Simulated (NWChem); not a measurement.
Species: CH$_{3}$AlCl, doublet; SMILES [CH3][Al][Cl]

```xyz
6

Al     0.7071     0.4865    -0.0052
C     -0.4526     2.0998    -0.0069
H     -1.0808     2.0964     0.8931
H     -1.1140     2.0716    -0.8821
H      0.1267     3.0277    -0.0299
Cl    -0.3046    -1.4106     0.0045
```
Atoms are numbered in this order, from 1.

Results from NWChem. Spin-unrestricted. The geometry was optimised at B3LYP/6-31G* (spherical d), spin-unrestricted. The spin multiplicity was typed, not searched, and may not be the lowest. No stability test was run on the SCF state. Vzz is the largest principal value of the second derivative of the potential at the nucleus (NWChem prints the opposite sign); η is the asymmetry. Non-relativistic.

Task: Estimate the computed values for PBE0/def2-SVP. Quantities: Vzz Al1 (a.u.); η Al1; Vzz Cl6 (a.u.); η Cl6.

Result: 
| Quantity | Result |
|---|---|
| Vzz Al1 (a.u.) | 0.797 |
| η Al1 | 0.56 |
| Vzz Cl6 (a.u.) | 1.135 |
| η Cl6 | 0.39 |
